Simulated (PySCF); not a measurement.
C5FeO5, SMILES [O+]#[C-]->[Fe](<-[C-]#[O+])(<-[C-]#[O+])(<-[C-]#[O+])<-[C-]#[O+], multiplicity 1.

Geometry optimised at PBE0-D3(BJ)/def2-SVP. The spin state was assumed, not searched. The isomer is the one that the SMILES or the coordinates give; other isomers of the formula were not compared.

Calculation: TDA-B3LYP/def2-SVPD (PySCF 2.14.0).

Vertical excitations; the highest root listed may be one member of a degenerate set. Isolated molecule, no solvent. State labels are in the subgroup C2v.

Task: Estimate the UV-visible absorptions. (The exact figures need the calculation; the answer reports its results.)

Result: 
```tsv
state	symmetry	energy (eV)	λ (nm)	f	main pairs
S1	A2	3.86	321	0.000	HOMO−1→LUMO 50 %, HOMO→LUMO+1 50 %
S2	A2	4.12	301	0.000	HOMO→LUMO+1, HOMO−1→LUMO (degenerate set)
S3	B2	4.12	301	0.000	HOMO−1→LUMO+1, HOMO→LUMO (degenerate set)
S4	B2	4.22	294	0.053	HOMO→LUMO 48 %, HOMO−1→LUMO+1 48 %
S5	B1	4.22	294	0.000	HOMO→LUMO+6 (degenerate set)
S6	A1	4.22	293	0.000	HOMO−1→LUMO+6 (degenerate set)
T1	B1	3.54	350	0	HOMO→LUMO+6 (degenerate set)
T2	A1	3.54	350	0	HOMO−1→LUMO+6 (degenerate set)
```
Triplets are in the Tamm–Dancoff approximation.
